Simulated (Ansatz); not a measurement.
Geometry optimisation of `FBC[SiH3]`.

```yaml
crystal:
  periodic: [false, false, false]
  atoms:
    - {symbol: F, position_ang: [-2.006677, 1.373753, -0.448672]}
    - {symbol: B, position_ang: [-0.923695, 0.777683, -0.964256]}
    - {symbol: C, position_ang: [0.387187, 0.686533, -0.134494]}
    - {symbol: Si, position_ang: [0.464547, -0.997691, 0.760659]}
    - {symbol: H, position_ang: [-1.055569, 0.290440, -2.077434]}
    - {symbol: H, position_ang: [1.283668, 0.709859, -0.789575]}
    - {symbol: H, position_ang: [0.465894, 1.474260, 0.643558]}
    - {symbol: H, position_ang: [0.382382, -2.123954, -0.234167]}
    - {symbol: H, position_ang: [-0.676293, -1.127820, 1.732488]}
    - {symbol: H, position_ang: [1.761656, -1.114262, 1.514895]}
basis:
  gaussian: {orbitals: def2-TZVP}
hamiltonian: {xc: pbe0, dispersion: d4}
relax: {f_tol: 0.005, max_steps: 150}
```

```sh
$ ansatz run in.yaml --threads 2 --pin off --events-out ev --progress --plain --max-ram 4352MiB
```

It prints (some lines left out):

```
Functional definition: PBE0
mean field -12400.84825709 eV, -455.7227678513 hartree, gradient 3.1e-5 eV, S^2 0.000000; 0 other end points of the search recorded, 0 dependent functions left out
relax step   1: F+E_penalty+E_count = -12400.98950919 eV  Δ(F+E_penalty+E_count) = +0.000e0 eV  max|allowed force component| = 4.464e-1 eV/Å  Δτ_max = 0.0000 Å  (26 SCF iters, accepted)
mean field -12400.87701793 eV, -455.7238247925 hartree, gradient 1.6e-5 eV, S^2 0.000000; 0 other end points of the search recorded, 0 dependent functions left out
relax step   2: F+E_penalty+E_count = -12401.01860044 eV  Δ(F+E_penalty+E_count) = -2.909e-2 eV  max|allowed force component| = 1.616e-1 eV/Å  Δτ_max = 0.0200 Å  (32 SCF iters, accepted)
mean field -12400.87707787 eV, -455.7238269952 hartree, gradient 1.5e-5 eV, S^2 0.000000; 0 other end points of the search recorded, 0 dependent functions left out
relax step   3: F+E_penalty+E_count = -12401.01873185 eV  Δ(F+E_penalty+E_count) = -1.314e-4 eV  max|allowed force component| = 2.669e-1 eV/Å  Δτ_max = 0.0186 Å  (31 SCF iters, accepted)
mean field -12400.87988736 eV, -455.7239302421 hartree, gradient 1.5e-5 eV, S^2 0.000000; 0 other end points of the search recorded, 0 dependent functions left out
relax step   4: F+E_penalty+E_count = -12401.02160350 eV  Δ(F+E_penalty+E_count) = -2.872e-3 eV  max|allowed force component| = 4.021e-2 eV/Å  Δτ_max = 0.0180 Å  (30 SCF iters, accepted)
mean field -12400.87993151 eV, -455.7239318646 hartree, gradient 1.5e-5 eV, S^2 0.000000; 0 other end points of the search recorded, 0 dependent functions left out
relax step   5: F+E_penalty+E_count = -12401.02163097 eV  Δ(F+E_penalty+E_count) = -2.747e-5 eV  max|allowed force component| = 4.514e-2 eV/Å  Δτ_max = 0.0074 Å  (32 SCF iters, accepted)
mean field -12400.88005065 eV, -455.7239362432 hartree, gradient 1.2e-5 eV, S^2 0.000000; 0 other end points of the search recorded, 0 dependent functions left out
relax step   6: F+E_penalty+E_count = -12401.02172861 eV  Δ(F+E_penalty+E_count) = -9.764e-5 eV  max|allowed force component| = 1.260e-2 eV/Å  Δτ_max = 0.0022 Å  (23 SCF iters, accepted)
mean field -12400.88007625 eV, -455.7239371838 hartree, gradient 1.5e-5 eV, S^2 0.000000; 0 other end points of the search recorded, 0 dependent functions left out
relax step   7: F+E_penalty+E_count = -12401.02175534 eV  Δ(F+E_penalty+E_count) = -2.673e-5 eV  max|allowed force component| = 1.305e-2 eV/Å  Δτ_max = 0.0080 Å  (31 SCF iters, accepted)
mean field -12400.88009003 eV, -455.7239376901 hartree, gradient 1.7e-5 eV, S^2 0.000000; 0 other end points of the search recorded, 0 dependent functions left out
relax step   8: F+E_penalty+E_count = -12401.02177352 eV  Δ(F+E_penalty+E_count) = -1.818e-5 eV  max|allowed force component| = 5.581e-3 eV/Å  Δτ_max = 0.0026 Å  (24 SCF iters, accepted)
mean field -12400.88009813 eV, -455.7239379879 hartree, gradient 1.8e-5 eV, S^2 0.000000; 0 other end points of the search recorded, 0 dependent functions left out
relax step   9: F+E_penalty+E_count = -12401.02177960 eV  Δ(F+E_penalty+E_count) = -6.076e-6 eV  max|allowed force component| = 2.954e-3 eV/Å  Δτ_max = 0.0029 Å  (24 SCF iters, accepted)
mean field -12400.88009813 eV, -455.7239379879 hartree, gradient 2.0e-5 eV, S^2 0.000000; 1 other end points of the search recorded, 0 dependent functions left out
Total energy: -12401.02181330 eV, -455.7291459242 hartree
Atom 0 at    -1.989608     1.356300    -0.431592 Å, force    -0.002069     0.000552     0.000121 eV/Å
Atom 1 at    -0.918817     0.776780    -0.962964 Å, force     0.000851    -0.001003    -0.002662 eV/Å
Atom 2 at     0.382203     0.665981    -0.140620 Å, force     0.002954     0.000310    -0.000040 eV/Å
Atom 3 at     0.463290    -0.991419     0.759020 Å, force    -0.000509    -0.001948     0.001777 eV/Å
Atom 4 at    -1.048823     0.328113    -2.069114 Å, force    -0.000119     0.000906     0.001993 eV/Å
Atom 5 at     1.265919     0.690480    -0.785775 Å, force    -0.001080     0.000405     0.000391 eV/Å
Atom 6 at     0.461432     1.444516     0.624445 Å, force    -0.000284    -0.000858    -0.000533 eV/Å
Atom 7 at     0.395259    -2.112914    -0.214320 Å, force     0.000501     0.001029     0.000320 eV/Å
Atom 8 at    -0.668844    -1.119599     1.712620 Å, force     0.000477     0.000558    -0.000370 eV/Å
Atom 9 at     1.741089    -1.089436     1.511301 Å, force    -0.000722     0.000049    -0.000998 eV/Å
Dipole moment:     0.289195     0.006366    -0.012901 e Å
```

It took 38 s on 2 threads of an Arm Neoverse V1 on a shared host, with 0.34 GiB of host memory at the peak.
